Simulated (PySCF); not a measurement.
## Radial density of N³⁺ (nitrogen, charge +3)

TPSSh, [He] 2s2, closed-shell 1S. Computed with PySCF 2.14 in aug-cc-pCVQZ-DK, with scalar relativity by spin-free X2C-1e.

```
r (bohr)  4πr²ρ (e/bohr)
 0.00356         0.03385
 0.00599         0.09085
  0.0101          0.2398
  0.0169          0.6112
  0.0285           1.464
  0.0479           3.146
  0.0806           5.639
   0.136           7.459
   0.228           5.925
   0.383           2.223
   0.645           1.566
    1.08           1.863
    1.82          0.4198
    3.07        0.007050
    5.16       1.407e-05
```

Densities and radii are taken from the X2C orbitals without a picture-change correction, which distorts them close to the nucleus.
